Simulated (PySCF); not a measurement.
Mass spectrum arithmetic for `CCBSC`

Species: `CCBSC`.

All values are calculated from tables of isotopes.

What are the average molar mass and the monoisotopic mass?

For C3H9BS, with standard atomic weights, 3 × 12.011 + 1 × 10.810 + 1 × 32.060 + 9 × 1.008 = 87.975 g/mol. From the most abundant isotopes (12C, 11B, 32S, 1H), 3 × 12.000000 + 1 × 11.009305 + 1 × 31.972071 + 9 × 1.007825 = 88.0518 u.

Give the isotope pattern of the molecular ion M+•, merging species of the same nominal mass.

```tsv
nominal mass	m/z (centroid)	relative intensity
87	87.0549	24.6
88	88.0513	100.0
89	89.0532	5.2
90	90.0472	4.6
91	91.0505	0.2
```

Cut off at 0.1 %. One electron mass, 0.00055 u, is taken off. Abundances used (%; other tables differ somewhat): 12C 98.93, 13C 1.07; 10B 19.9, 11B 80.1; 32S 94.93, 33S 0.76, 34S 4.29, 36S 0.02; 1H 99.9885, 2H 0.0115.

What share of all molecules is the monoisotopic species?

0.9893^3 × 0.801 × 0.9493 × 0.999885^9 = 73.55 %.

List the species in which a single atom is changed from its most abundant isotope.

Intensity in % of the monoisotopic species:

| isotope | mass shift (u) | m/z | intensity (%) |
| --- | --- | --- | --- |
| 10B | -0.99637 | 87.0549 | 24.84 |
| 33S | +0.99939 | 89.0506 | 0.80 |
| 13C | +1.00335 | 89.0546 | 3.24 |
| 2H | +1.00628 | 89.0575 | 0.10 |
| 34S | +1.99580 | 90.0470 | 4.52 |
| 36S | +3.99501 | 92.0463 | 0.02 |

Species under 0.02 % are left out.

What is the composition by mass?

C 40.96 %, B 12.29 %, S 36.44 %, H 10.31 %.
